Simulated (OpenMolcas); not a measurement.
## Rh2+: CASPT2 settings compared

| Item | Value |
| --- | --- |
| Program | OpenMolcas |
| Basis | ANO-RCC-VQZP [8s7p5d3f2g1h] |
| Scalar Hamiltonian | X2C, point nucleus |
| Active space | 7 electrons in 5 orbitals (4d) |
| State averaging | 2S+1 = 4 even, 10 roots; 2S+1 = 2 even, 35 roots |
| Spin-orbit coupling | RASSI with atomic mean-field integrals over the reference wave functions, term energies averaged over their components |

Methods on the same reference wave functions:
A. CASSCF
B. SS-CASPT2, IPEA 0.4 Eh, no level shift (closed shells correlated: 3d 4s 4p)
C. SS-CASPT2, IPEA 0.6 Eh, sigma1 regulariser 0.15 Eh (closed shells correlated: 3d 4s 4p)
D. SS-CASPT2, IPEA 0.3 Eh, real shift 0.2 Eh (closed shells correlated: 4s 4p)

Energies in cm-1 above 4d7 4F 9/2, the measured ground level; measured values from the list in Shadmi, J. Res. Natl. Bur. Stand. 70A, 435 (1966).

```
            Level      A      B      C      D  Measured
       4d7 4F 9/2    0.0    0.0    0.0    0.0       0.0
       4d7 4F 7/2   2100   2130   2120   2130      2148
       4d7 4F 5/2   3490   3490   3480   3490      3486
       4d7 4F 3/2   4378   4330   4340   4330      4322
       4d7 4P 3/2  15044  11960  12180  11910     10997
       4d7 4P 5/2  15056  11930  12140  11880     11062
       4d7 2G 9/2  15503  13450  13800  13320          
       4d7 4P 1/2  16418  13310  13520  13260          
       4d7 2G 7/2  17605  15570  15950  15440          
4d7 2P 3/2 [54 %]  20372  17300  17600  17220          
      4d7 2H 11/2  20556  17760  18010  17710          
       4d7 2D 5/2  22500  19030  19450  18900          
       4d7 2P 1/2  22503  19590  19850  19530          
       4d7 2H 9/2  22627  19910  20180  19850          
4d7 2D 3/2 [67 %]  26075  22780  23150  22670          
       4d7 2F 5/2  34373  27990  28480  27890          
       4d7 2F 7/2  35197  28840  29330  28740
```

Deviations, from unrounded energies. A percentage is the sum of absolute deviations over the sum of measured energies, with the sign that they share, or ± where signs differ.

```csv
Against measurement,Levels,A,B,C,D
mean absolute deviation (cm-1),5,1600,370,460,350
fine structure of the ground term (%),3,±1.1,±0.4,±0.5,±0.3
other terms of the ground configuration (%),2,+36.4,+8.3,+10.3,+7.8
```

B, D lie about equally close to measurement and A furthest from it. The largest miss of D in the table is 4d7 4P 3/2, by +910 cm-1. The ranking rests on the paired levels alone, and a cruder setting can come out closer through cancelling errors.

Among B to D the level of the table that moves most is 4d7 2F 5/2, by 590 cm-1 (lowest in D, highest in C). Moves below CASPT2's spread within the term are not significant.

The mean deviations of B to D differ by less than CASPT2's widest spread within a term (590 cm-1), so their order carries little weight.

From A to B the spin-free energies of the other terms of 4d7 shown, above 4F, scale by factors of 0.77 to 0.86, as is usual when dynamic correlation screens the repulsion within a d or f shell.

The lowest spin-free term lies below A's lowest term by 0.632 hartree in B, 0.624 hartree in C, 0.533 hartree in D.

CASPT2 does not keep the components of a term degenerate, so their means are used; among the terms shown or strongly mixed into the levels shown the widest spread is 590 cm-1 (4d7 2H, D). Levels of configurations with an s electron are missing; early in the row they begin among the upper levels of the d shell and mix with terms of their name. Without dynamic correlation excited terms often stand tens of per cent too high (terms of higher spin than the ground term too low), and those without a measured partner can miss by more than the paired ones (holds for A). The CASPT2 spread within a term exceeds the gap to the next term for 4d7 2P and 4d7 2H, so the order of their levels is uncertain (holds for B; C; D). Computed and measured levels are paired by configuration, term and J; levels that our copy of the source lacks, or whose pairing is in doubt (as where it misses far off the trend of its configuration), stay unpaired and out of the deviations. Levels of configurations outside the active space are missing.

A share in square brackets marks a mixed level and gives the weight of the term that names it, the lowest over the columns.
